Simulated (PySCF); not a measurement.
Electron correlation in N²⁺ (nitrogen, charge +2)

[He] 2s1 2p1 3d1, one real determinant (an excited configuration). All numbers are calculated (PySCF 2.14, scalar relativity by spin-free X2C-1e, in x2c-TZVPPall with one added diffuse shell each of s, p, d type (6s4p3d1f, 40 functions)). Frozen: 1s2; 3 electrons correlated.

MP2 pair energies summed by pair of shells (mhartree):

```csv
pair,energy,share (%)
2s-2p,-3.29,44.9
2s-3d,-2.42,33.0
2p-3d,-1.62,22.1
```

Total MP2 correlation energy: -7.33 mhartree.

Same-spin part -7.33 and opposite-spin part 0.00 mhartree; SCS-MP2 scales them by 1/3 and 6/5 to -2.44 mhartree.

The reference is one real determinant that mixes LS terms of this configuration.
